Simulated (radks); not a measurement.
Results of a calculation; reference values are marked as such.
Q: The mean radii <r> (bohr) of the occupied orbitals of an atom or ion are listed with their occupations. Code: a radial shooting solver on a logarithmic mesh with Libxc functionals. Model: scalar-relativistic Kohn-Sham, exchange-only LDA, spin-polarised, spherical densities, point nucleus.

orbital  occ.      <r>
1s up       1  0.02744

Name the element and its charge. Open shells, if any, are filled with parallel spins first.

A: Z = 52, tellurium, charge +51: Te51+ in 1s1. The 1s radius gives Z: for a bare nucleus <r> = (2 gamma + 1)/(2Z) with gamma = sqrt(1 - (Z/c)^2), 0.02741 bohr for Z = 52, and the self-interaction of the functional makes it slightly larger (0.02744 here). The occupations add up to 1, and the charge is Z minus that.
